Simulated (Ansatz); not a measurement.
Input:

```yaml
crystal:
  periodic: [false, false, false]
  atoms:
    - { symbol: Mg, position_ang: [-0.4212, -0.4258, -0.6711] }
    - { symbol: Si, position_ang: [1.2997, 0.9927, 1.2542] }
    - { symbol: C, position_ang: [-1.9464, -1.8609, -0.3962] }
    - { symbol: H, position_ang: [1.1117, 1.2299, -0.5952] }
    - { symbol: O, position_ang: [0.8558, 1.2549, -1.8473] }
    - { symbol: H, position_ang: [0.244, 1.4884, 2.1744] }
    - { symbol: H, position_ang: [2.3917, 1.9705, 1.4301] }
    - { symbol: H, position_ang: [1.8271, -0.2259, 1.9251] }
    - { symbol: H, position_ang: [-1.8989, -2.1957, 0.6394] }
    - { symbol: H, position_ang: [-1.857, -2.7365, -1.0355] }
    - { symbol: H, position_ang: [-2.9326, -1.4325, -0.5615] }
    - { symbol: H, position_ang: [1.3263, 1.9407, -2.3163] }
basis:
  gaussian: { orbitals: "6-31G*" }
hamiltonian:
  xc: cam_b3lyp
relax:
  f_tol: 0.15
  max_steps: 25
  restrain:
    - { distance: [0, 4], at: 2.07, k: 30.0 }
    - { distance: [3, 1], at: 1.42, k: 30.0 }
    - { distance: [0, 1], at: 3.82, k: 30.0 }
    - { distance: [3, 4], at: 2.27, k: 30.0 }
```

Launched with:

```bash
$ ansatz run input.yaml --threads 2 --pin off --max-ram 3072MiB --backend cpu --events-out ev --progress --plain --runs-dir out
```

Hardware: 2 threads of Arm Neoverse V2 (shared host).

Q: Roughly how long does this run take, and how much memory?

A: 37 s, with a peak of 0.2 GiB, for 14 ionic steps.
